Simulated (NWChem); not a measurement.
# CH5Sb; SMILES [CH3][SbH2]

All runs: NWChem. def2 effective core potentials on Sb; no spin-orbit coupling. Each level has its own optimisation; frequencies are unscaled.

For level LDA (Slater exchange, VWN5)/def2-SVP:

```
Item                               Value
---------------------------------  -----
highest harmonic frequency (cm⁻¹)   3130
zero-point energy (kcal/mol)        30.1
```

What are these values for level PBE0/def2-SVP?


| Quantity | Result |
|---|---|
| highest harmonic frequency (cm⁻¹) | 3210 |
| zero-point energy (kcal/mol) | 31.2 |
